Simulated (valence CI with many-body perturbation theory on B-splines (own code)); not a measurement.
Values are calculated unless marked as measured or tabulated.
**Nd LV: what the settings do**

Method: valence CI with perturbative core correlation (CI+MBPT): four valence electrons over a frozen Dirac-Fock core [He], a basis of 6 s, 6 p, 5 d, 3 f, 1 g functions for each j, with the one-electron correlation potential Σ1 (screened to all orders), the two-electron term Σ2, the three-electron term Σ3, Breit, model QED; selected single and double excitations, second order for the rest (own B-spline code, finite nucleus).

No measured spectrum was set against this ion. As an estimate, large intervals hold to a few tenths of a per cent, small ones and those within an open d or f shell to about a per cent.

The reference run has the lowest level (2s^2 2p1/2^2) J=0 and an ionisation energy of 11385.3 eV. Its largest variational space holds 9976 state functions.

Levels are named by their leading jj configuration (3d3/2^4 stands for four electrons in 3d with j = 3/2), which in mixed levels can hold well under half, so a name can repeat and another be missing. Letters in brackets count levels of one name in rising energy.

Changed runs:
A. highest l in the core sums 6 → 5
B. correlating orbitals by l 3 3 3 2 1 → 5 5 2 4 3
C. hole-hole ladder in Σ2 on → off
D. factor on the speed of light 1 → 1.1 (bad on purpose)

Excitation energies of the reference run in cm⁻¹, and shifts in cm⁻¹:

| Level | Reference | A | B | C | D |
| --- | --- | --- | --- | --- | --- |
| (2s^2 2p1/2 2p3/2) J=1 | 4342410 | +0.9 | +19 | -56 | -863986 |
| (2s^2 2p1/2 2p3/2) J=2 | 4478430 | +0.9 | -57 | -56 | -858605 |
| (2s 2p1/2^2 2p3/2) J=2 | 6096430 | -3.3 | -50 | -156 | -934983 |
| (2s 2p1/2^2 2p3/2) J=1 | 6647590 | -3.3 | -74 | -155 | -939832 |
| (2s^2 2p3/2^2) J=2 | 8942710 | +1.6 | -37 | -70 | -1730687 |
| (2s^2 2p3/2^2) J=0 | 9320290 | +1.6 | -75 | +37 | -1740225 |
| (2s 2p1/2 2p3/2^2) J=2 [a] | 10272700 | -2.4 | +14 | -217 | -1786905 |
| (2s 2p1/2 2p3/2^2) J=3 | 10584100 | -2.4 | -120 | -218 | -1781642 |
| (2s 2p1/2 2p3/2^2) J=0 | 10937600 | -2.4 | -51 | -105 | -1797820 |
| (2s 2p1/2 2p3/2^2) J=1 [a] | 11077200 | -2.4 | -49 | -207 | -1802267 |
| (2s 2p1/2 2p3/2^2) J=2 [b] | 11159600 | -2.4 | -102 | -217 | -1794310 |
| (2s 2p1/2 2p3/2^2) J=1 [b] | 11186100 | -2.4 | -120 | -116 | -1793233 |
| Ionisation energy (eV) | 11385.3 | +0.0005 | -0.0018 | -0.0073 | -121.3 |
